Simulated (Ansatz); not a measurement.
Cl$_{2}$+, multiplicity 2 (lowest of 2S+1 = 2, 4 at CCSD(T)/def2-TZVPP on PBE0 minima; our sources give no spin for the ground state, which may be another), most abundant isotopes (34.9689 and 34.9689 u). Constants from fifth-degree fits in 1/R to seven points on the lowest solution found; no spin–orbit coupling, no relativity up to Kr; ω_e x_e and α_e move by some per cent with the fit.

Frozen-core correlation. CBS(a, b) extrapolates the correlation energy as X⁻³ and adds the Hartree–Fock energy of set b.

Run with Ansatz (a program for electronic structure). Each number belongs to the level named beside it.

```json
[
 {"level": "PBE/def2-TZVPP", "r_e (Å)": "1.9142", "ω_e (cm⁻¹)": "624.1", "ω_e x_e (cm⁻¹)": "2.53", "α_e (cm⁻¹)": "0.00149"},
 {"level": "CCSD(T)/CBS(aug-cc-pV(T+d)Z, aug-cc-pV(Q+d)Z)", "r_e (Å)": "1.8925", "ω_e (cm⁻¹)": "653.9", "ω_e x_e (cm⁻¹)": "2.90", "α_e (cm⁻¹)": "0.00157"}
]
```

### Question
Derive the rotational constants, the centrifugal constant, the fundamental, the zero-point energy and the force constant.

### Answer

μ = 17.48443 u.
- PBE/def2-TZVPP: B_e = 16.8576/(μ r_e²) = 0.26312 cm⁻¹; B₀ = B_e − α_e/2 = 0.26238 cm⁻¹; D = 4B_e³/ω_e² = 1.87e-07 cm⁻¹; fundamental ω_e − 2ω_e x_e = 619 cm⁻¹; zero-point energy ω_e/2 − ω_e x_e/4 = 311 cm⁻¹; k = μ(2πcω_e)² = 401 N/m
- CCSD(T)/CBS(aug-cc-pV(T+d)Z, aug-cc-pV(Q+d)Z): B_e = 16.8576/(μ r_e²) = 0.26920 cm⁻¹; B₀ = B_e − α_e/2 = 0.26842 cm⁻¹; D = 4B_e³/ω_e² = 1.83e-07 cm⁻¹; fundamental ω_e − 2ω_e x_e = 648 cm⁻¹; zero-point energy ω_e/2 − ω_e x_e/4 = 326 cm⁻¹; k = μ(2πcω_e)² = 440 N/m

Doubts at one or more of the structures used: other coupled-cluster roots lie near (CCSD(T)/CBS(aug-cc-pV(T+d)Z, aug-cc-pV(Q+d)Z)).
